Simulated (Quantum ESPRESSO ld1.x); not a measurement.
Values are calculated unless marked as measured or tabulated.
Task: The mean radii <r> (bohr) of the occupied orbitals of an atom or ion are listed with their occupations. Code: ld1.x of Quantum ESPRESSO 7.5. Model: scalar-relativistic Kohn-Sham, revPBE, spin-unpolarised, spherical densities, point nucleus.

| orbital | occ. | <r> |
|---|---|---|
| 1s | 2 | 0.02037 |
| 2s | 2 | 0.08645 |
| 2p | 6 | 0.07673 |
| 3s | 2 | 0.2243 |
| 3p | 6 | 0.2232 |
| 3d | 10 | 0.2022 |
| 4s | 2 | 0.4746 |
| 4p | 6 | 0.4914 |
| 4d | 6 | 0.5003 |

Name the element and its charge.

Result: Z = 68, erbium, charge +26: Er26+ in [Kr] 4d6. The 1s radius gives Z: for a bare nucleus <r> = (2 gamma + 1)/(2Z) with gamma = sqrt(1 - (Z/c)^2), 0.02012 bohr for Z = 68, and screening makes it slightly larger (0.02037 here). The occupations add up to 42, and the charge is Z minus that.
